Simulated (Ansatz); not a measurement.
The cluster W3⁻. Total charge -1; quartet. Geometry PBE0-D4/def2-TZVPD; atoms count from 1.

```xyz
3

W    -1.031    0.829   -0.289
W     0.400   -0.081    1.225
W     0.631   -0.748   -0.936
```

In the def2 sets W takes a core potential; there is no spin–orbit coupling. The charge -1 quartet is spin-contaminated (final ⟨S²⟩ up to 4.21, 3.75 for a pure state). The highest occupied level of the charge -1 quartet lies above zero (up to 0.41 eV). It is a level of α spin, whose loss leaves a triplet; that state wasn't run at this geometry and level. The electron is either unbound and held by the finite basis, or the level is raised by self-interaction error. The geometry of the quartet was relaxed on an unsound state (⟨S²⟩ 4.21, where a pure state has 3.75). At PBE0-D4/def2-TZVPD a doublet of charge -1 lies 0.56 eV below the quartet, each at its own geometry. The structure comes from a short search, and lower isomers may exist.

(1) Estimate the Mulliken populations from the PBE0/def2-TZVPD orbitals of Ansatz.

(2) Where does the spin sit?

(3) And the Mayer bond orders between bonded heavy atoms (over 0.3)?

Results:

(1) 
```csv
atom,charge (e),spin (α − β),d electrons
W1,-0.38,1.93,4.76
W2,-0.25,-0.86,4.57
W3,-0.38,1.93,4.76
```
Mulliken values and Mayer orders depend strongly on the basis. With diffuse functions, as here, like atoms can get unlike values, and bond orders can come out too low or too high.

(2) Summed by element: W 3.00, of 3 unpaired in all. Largest on single atoms: W3 1.93, W1 1.93, W2 -0.86.

(3) W1–W2 3.10 (2.27 Å); W1–W3 2.58 (2.38 Å); W2–W3 3.10 (2.27 Å).
